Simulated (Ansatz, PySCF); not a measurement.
Species: BiBr₂, net charge 1, singlet state. 
Structure (B3LYP-D3(BJ)/def2-TZVP (Ansatz, a program for electronic structure) minimum search):
```xyz
3

Bi     0.0209     0.0100     0.7326
Br     0.8653    -1.7400    -0.8705
Br    -0.9148     1.7163    -0.8668
```
Charge +1, spin multiplicity 1.

Total electronic energies in hartree. Valence correlation only, unless marked. No spin-orbit coupling. The frozen core is the preceding noble-gas configuration, with the filled d and f shells of earlier blocks. Past Kr the def2 sets carry scalar-relativistic core potentials. CBS(X,Y): correlation extrapolated as X^-3; Hartree-Fock from the larger set. [CCSD(T)-MP2]/basis is that difference in the basis named.

| level | program | energy (Eh) |
|---|---|---|
| HF/def2-SVPD | Ansatz | -5357.56206 |
| HF/def2-TZVPPD | Ansatz | -5358.20315 |
| HF/def2-QZVPP | Ansatz | -5358.30349 |
| HF/def2-QZVPPD | Ansatz | -5358.30369 |
| PBE/def2-TZVPD | PySCF | -5362.01369 |
| BLYP-D3(BJ)/def2-TZVPD | Ansatz + dftd3 | -5362.79587 |
| revPBE-D3(BJ)/def2-TZVPD | Ansatz + dftd3 | -5362.40104 |
| PBE0/def2-TZVPD | Ansatz | -5362.15324 |
| TPSSh-D4/def2-TZVPD | PySCF + dftd4 | -5362.51926 |
| CAM-B3LYP-D4/def2-TZVPD | Ansatz + dftd4 | -5362.96472 |
| MP2/def2-SVPD | Ansatz | -5357.88197 |
| MP2/def2-TZVPPD | Ansatz | -5358.60948 |
| RI-MP2/CBS(def2-TZVPPD,def2-QZVPPD) | Ansatz | -5358.7825 |
| RI-MP2/CBS(def2-TZVPP,def2-QZVPP)+[CCSD(T)-MP2]/def2-SVP | Ansatz | -5358.8204 |
| RI-MP2/CBS(def2-TZVPPD,def2-QZVPPD)+[CCSD(T)-MP2]/def2-TZVPPD | Ansatz | -5358.8352 |

Totals of different functionals don't rank their quality; only differences between species are comparable.
